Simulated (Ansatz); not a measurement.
Consider the cleavage of the Si–Si bond: `C[SiH](O)[SiH3]` + CH₃NH₂ → `CN[SiH](C)O` + SiH₄.

Computed with Ansatz on PBE0-D4/def2-TZVP structures; ΔE is electronic, products minus reactants. CCSD(T)/CBS adds triple-zeta CCSD(T) − MP2 to the extrapolated MP2 energy (def2 sets, frozen cores). This one scheme is used for every species. Functionals use def2-TZVPP. One conformer a species, not always the lowest.

```tsv
level	ΔE (kcal/mol)
ωB97M-V	-20.3
PBE-QIDH	-18.4
BLYP	-17.1
r2SCANh	-18.2
```

(1) What does CCSD(T)/CBS give? (Best estimate.)

(2) What do rigid-rotor, harmonic-oscillator terms from PBE0-D4/def2-TZVP frequencies (298.15 K, 1 bar) make of the CCSD(T)/CBS value? (An estimate is asked.)

Largest T1 diagnostic among the species: 0.012.

Results:

(1) Computed: -19.1 kcal/mol. The listed levels differ from it by -1.2, 0.7, 2.0, 0.9 kcal/mol.

(2) Ansatz gave: ΔZPE = -1.7 kcal/mol, ΔH = -20.8 kcal/mol, ΔS = -25 J/(mol·K), ΔG = -19.0 kcal/mol.

From PBE to PBE0 (25 % exact exchange), in def2-TZVPP and without D4, ΔE moves by −1.3 kcal/mol. The D4 term adds −0.7 kcal/mol with B3LYP and −0.4 kcal/mol with PBE0; it sums over pairs of atoms, weighted by their polarisabilities, and B3LYP, whose exchange is more repulsive, gets the larger term.

B3LYP here is the variant with VWN-RPA as its local correlation; programs differ in this.
